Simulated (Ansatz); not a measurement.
Molecule: hydrogen bromide, HBr, charge 0, multiplicity 1. 
Coordinates optimised at B3LYP-D3(BJ)/def2-TZVP (Ansatz, an electronic-structure program):
```xyz
2

Br     0.0000     0.0000    -0.0396
H      0.0000     0.0000     1.3852
```

Basis-set convergence of Hartree-Fock and CCSD correlation energies (hartree) with Ansatz. Cores are frozen in the correlated levels unless marked. No spin-orbit coupling. The frozen core is the preceding noble-gas configuration, with the filled d and f shells of earlier blocks. No relativistic terms.

```
basis        functions        E(HF)  E(corr, CCSD)
-----------  ---------  -----------  -------------
def2-SVPD           49  -2572.68914       -0.15325
def2-TZVPPD         74  -2573.00220       -0.19406
def2-QZVPPD        131  -2573.05140       -0.21062
```

Extrapolating the two largest sets (X = 3 and 4) as X^-3: E(corr) = (64·(-0.21062) - 27·(-0.19406))/37 = -0.2227 Eh, an estimate of the basis-set limit. The largest set recovers 94.6 % of it, the smallest 68.8 %.
